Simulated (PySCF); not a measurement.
Si(H)2(NCO)(OMe) (C2H5NO2Si), SMILES C(=O)=N[SiH2]OC.

The structure is a stationary point at B3LYP-D3(BJ)/def2-SVP. One conformer was computed; it need not be the lowest.

Level of theory: TDA-ωB97X/def2-SVPD run with PySCF.

Vertical excitations.  State labels are in the subgroup Cs.

Q: Estimate the UV-visible absorptions. (An estimate is asked for; the answer gives what the named calculation found.)

A: 
```
state  symmetry  energy (eV)  λ (nm)      f                                                                  main pairs
-----  --------  -----------  ------  -----  --------------------------------------------------------------------------
S1           A"         7.17     173  0.002                                            HOMO→LUMO 50 %, HOMO−1→LUMO 12 %
S2           A'         7.62     163  0.002  HOMO−2→LUMO 29 %, HOMO−1→LUMO+3 24 %, HOMO→LUMO+3 16 %, HOMO−2→LUMO+2 10 %
S3           A"         7.62     163  0.001                        HOMO−1→LUMO 33 %, HOMO→LUMO 33 %, HOMO−2→LUMO+3 12 %
S4           A"         7.78     159  0.000                                                          HOMO−2→LUMO+3 75 %
S5           A"         8.00     155  0.005                                          HOMO→LUMO+1 63 %, HOMO→LUMO+2 11 %
S6           A"         8.37     148  0.000  HOMO−1→LUMO+1 50 %, HOMO→LUMO+2 17 %, HOMO→LUMO+5 13 %, HOMO−1→LUMO+2 10 %
S7           A'         8.44     147  0.009                                                          HOMO−2→LUMO+1 74 %
S8           A'         8.59     144  0.034                                                            HOMO−3→LUMO 76 %
S9           A"         8.80     141  0.086   HOMO→LUMO+2 40 %, HOMO−1→LUMO+1 15 %, HOMO→LUMO+1 11 %, HOMO−1→LUMO+2 6 %
S10          A"         9.05     137  0.028      HOMO−4→LUMO 24 %, HOMO−1→LUMO 20 %, HOMO−1→LUMO+6 7 %, HOMO→LUMO+2 7 %
T1           A'         6.74     184      0  HOMO−1→LUMO+3 22 %, HOMO−2→LUMO 21 %, HOMO→LUMO+3 14 %, HOMO−2→LUMO+6 10 %
T2           A"         6.89     180      0        HOMO→LUMO 43 %, HOMO−1→LUMO 12 %, HOMO→LUMO+2 8 %, HOMO−1→LUMO+6 7 %
T3           A'         7.07     175      0   HOMO−1→LUMO+3 28 %, HOMO→LUMO+3 20 %, HOMO−2→LUMO 19 %, HOMO−2→LUMO+2 8 %
T4           A"         7.33     169      0                        HOMO→LUMO 37 %, HOMO−1→LUMO 21 %, HOMO−2→LUMO+3 19 %
```
Triplets are in the Tamm–Dancoff approximation.
